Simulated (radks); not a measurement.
Ru21+, 23 electrons, occupied as [Ar] 3d5.

All-electron calculation, scalar-relativistic Kohn-Sham, r2SCAN, spin-polarised, spherical densities, finite nucleus; open shells are filled with parallel spins first (spin-orbit coupling, left out, can overturn this in heavy ions); meta-GGA in the generalised Kohn-Sham scheme; Fermi nuclear charge, rms radius 4.4809 fm. Program: a radial shooting solver on a logarithmic mesh with Libxc functionals.

Energy parts (eV):
part                       energy
total                 -116783.627
kinetic                120998.278
electron-nucleus      -263949.425
Hartree                 29148.119
exchange-correlation    -2980.599

Orbitals (lengths in bohr, moments of r in powers of bohr; <r^-3> diverges for s and p1/2):
orbital,occ.,eigenvalue (eV),<1/r>,<r^-3>,<r^2>
1s up,1,-22745.05,45.87,-,0.001511
1s down,1,-22745.05,45.87,-,0.001510
2s up,1,-3931.269,10.41,-,0.02481
2s down,1,-3915.242,10.44,-,0.02468
2p up,3,-3599.134,10.08,3013,0.01954
2p down,3,-3587.274,10.10,3031,0.01940
3s up,1,-1229.885,3.856,-,0.1638
3s down,1,-1212.033,3.816,-,0.1658
3p up,3,-1120.227,3.703,610.4,0.1612
3p down,3,-1101.351,3.663,594.2,0.1636
3d up,5,-956.6536,3.511,86.32,0.1363
3d down,0,-933.4367,3.482,84.98,0.1394
4s up,0,-562.8580,1.853,-,0.6745
4s down,0,-552.7868,1.839,-,0.6868
4p up,0,-521.9487,1.776,188.2,0.7074
4p down,0,-511.6880,1.759,184.9,0.7238

The highest occupied level is 3d up at -956.65 eV. The density falls to 0.001 e/bohr^3 at r = 1.12 bohr. Summed over all electrons, <r^2> = 2.155 bohr^2, which gives a Langevin (diamagnetic) susceptibility term of -1.71 x 10^-6 cm^3/mol. For comparison, the ionisation energy in NIST's Atomic Spectra Database is 981 eV (theoretical). In exact Kohn-Sham theory the highest level is minus the ionisation energy, but local and semilocal functionals leave it too shallow, through self-interaction and a potential that decays too fast; potentials with the right tail come closer. The spin density at the nucleus is -6.73 e/bohr^3 (1s -0.20, 2s -34.66, 3s 28.14). The electron density at the nucleus is 1.124e+05 e/bohr^3 (large components only). Spin moment in Bohr magnetons: 5.
